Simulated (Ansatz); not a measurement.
`O[B](O[SiH3])[AlH][F]` + CH₃OH → `COB(O)O[SiH3]` + `[F][AlH2]`  (cleavage of the B–Al bond)

Program: Ansatz. Geometries: PBE0-D4/def2-TZVP. ΔE: electronic, gas phase. CCSD(T)/CBS is the MP2 limit (def2-TZVPP, def2-QZVPP) plus CCSD(T) − MP2 in def2-TZVPP, frozen cores. This one scheme is used for every species. DFT in def2-TZVPP. Each species was taken in one conformer, which may not be the lowest.

`O[B](O[SiH3])[AlH][F]`:

Z-matrix (Å, degrees):
```
Si
O 1 1.652
H 1 1.484 2 110.1
H 1 1.481 2 106.8 3 -119.3
H 1 1.484 2 110.1 3 121.3
B 2 1.356 1 136.1 3 -61.1
O 6 1.363 2 115.2 1 -179.9
Al 6 2.165 2 122.5 1 0.1
H 7 0.958 6 114.1 2 180.0
F 8 1.657 6 116.6 2 0.2
H 8 1.589 6 127.4 2 -179.9
```

CH₃OH:

Z-matrix (Å, degrees):
```
C
O 1 1.409
H 1 1.097 2 112.4
H 1 1.090 2 107.0 3 -118.5
H 1 1.097 2 112.4 3 123.0
H 2 0.959 1 108.5 3 -61.6
```

`COB(O)O[SiH3]`:

Cartesian coordinates in Å:
```
C -0.423 -0.478 1.998
O -0.383 -0.098 0.645
B 0.779 -0.137 -0.081
O 1.985 -0.532 0.418
O 0.726 0.243 -1.385
Si -0.548 0.764 -2.291
H -1.445 -0.351 2.355
H -0.143 -1.530 2.130
H 0.233 0.149 2.613
H 1.967 -0.793 1.340
H -1.600 -0.281 -2.372
H -0.018 1.040 -3.647
H -1.130 2.006 -1.722
```

`[F][AlH2]`:

Cartesian coordinates in Å:
```
F 0.478 0.386 -1.472
Al -0.017 -0.013 0.051
H -1.065 -1.183 0.179
H 0.604 0.810 1.242
```

| species | ωB97X-V energy (Eh) |
| --- | --- |
| `O[B](O[SiH3])[AlH][F]` | -810.22865 |
| CH₃OH | -115.73250 |
| `COB(O)O[SiH3]` | -582.51103 |
| `[F][AlH2]` | -343.50844 |

Task: Work out ΔE.

Result: ΔE = (-582.51103) + (-343.50844) − (-810.22865) − (-115.73250) = -0.05832 Eh = -153.1 kJ/mol. CCSD(T)/CBS gives -153.7 kJ/mol.

Largest T1 diagnostic among the species: 0.014.

In def2-TZVPP, CCSD(T) changes the Hartree–Fock value by +23.3 kJ/mol (the triples alone add +3.3 kJ/mol) and MP2 by +19.0 kJ/mol. From PBE to PBE0 (25 % exact exchange), in def2-TZVPP and without D4, ΔE moves by −10.7 kJ/mol.
